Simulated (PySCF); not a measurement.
C₃H₄F₂Si.
Atom-mapped SMILES: `[F:1][CH:2]=[C:3]=[C:4]([F:5])[SiH3:6]` (hydrogens: H7 on C2; H8, H9, H10 on Si6)

Level of theory: PBE0-D3(BJ)/def2-TZVP geometry optimisation, gas phase (PySCF).

Entries marked ? are missing. Bonds in one row agree within 0.01 Å.

```
             coordinate    value
                  F1–C2        ?
                  C2=C3        ?
                  C3=C4  1.302 Å
                  C4–F5  1.354 Å
                 C4–Si6        ?
                  C2–H7  1.085 Å
Si6–H8, Si6–H9, Si6–H10  1.483 Å
               F1–C2–C3        ?
               C2–C3–C4   174.6°
               C3–C4–F5   120.4°
              C3–C4–Si6        ?
              F5–C4–Si6        ?
```

Task: Fill in the missing values.

Result: 
- F1–C2 = 1.337 Å, drawn single (vinyl fluorine to outer carbon of cumulated double bonds); 0.04 Å above the sum of covalent radii, 1.30 Å.
- C2=C3 = 1.299 Å, drawn double (outer carbon of cumulated double bonds to central carbon of cumulated double bonds); 0.12 Å below the sum of covalent radii, 1.42 Å.
- C4–Si6 = 1.881 Å, drawn single (outer carbon of cumulated double bonds to SiH3 silicon); 0.04 Å above the sum of covalent radii, 1.84 Å.
- F1–C2–C3 = 122.7°, at the outer carbon of cumulated double bonds; the outer atoms are 2.314 Å apart.
- C3–C4–Si6 = 124.5°, at the outer carbon of cumulated double bonds; the outer atoms are 2.829 Å apart.
- F5–C4–Si6 = 115.1°, at the outer carbon of cumulated double bonds; the outer atoms are 2.745 Å apart.

Radii are Cordero's, carbon taken as 0.76, 0.73 or 0.69 Å for four, three, and two or fewer neighbours.

PBE0-D3(BJ)/def2-TZVP frequencies: not computed here.

Hardware: an Arm Neoverse V2 with one thread, shared host with 96 logical CPUs at a one-minute load of 22. Cost: 78 s of wall time, 0.92 GiB resident at most. This is the geometry optimisation.
